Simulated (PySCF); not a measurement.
propoxy(silyl)silane (C3H12OSi2), SMILES C(C)CO[SiH2][SiH3]. The structure is a stationary point at PBE-D3(BJ)/def2-SVP. The values are those of a single conformer.

Computed equilibrium geometry at PBE-D3(BJ)/def2-SVP (PySCF confirms it by a frequency run) as a Z-matrix (one conformer of several):
```
O
C 1 1.4260
H 2 1.1161 1 110.16
H 2 1.1184 3 107.04 1 119.84
C 2 1.5243 3 110.14 4 119.36
H 5 1.1115 2 108.10 3 60.31
H 5 1.1118 6 106.45 2 115.71
C 5 1.5283 6 110.11 7 120.12
H 8 1.1079 5 110.34 6 63.61
H 8 1.1081 9 108.11 5 122.33
H 8 1.1104 9 107.61 10 116.08
Si 1 1.6863 2 122.67 3 65.85
H 12 1.5124 1 111.09 2 -62.03
H 12 1.5126 13 106.99 1 -120.90
Si 12 2.3473 13 111.20 14 -121.87
H 15 1.5048 12 110.50 13 -59.81
H 15 1.5050 16 108.98 12 121.47
H 15 1.5068 16 108.66 17 118.26
```
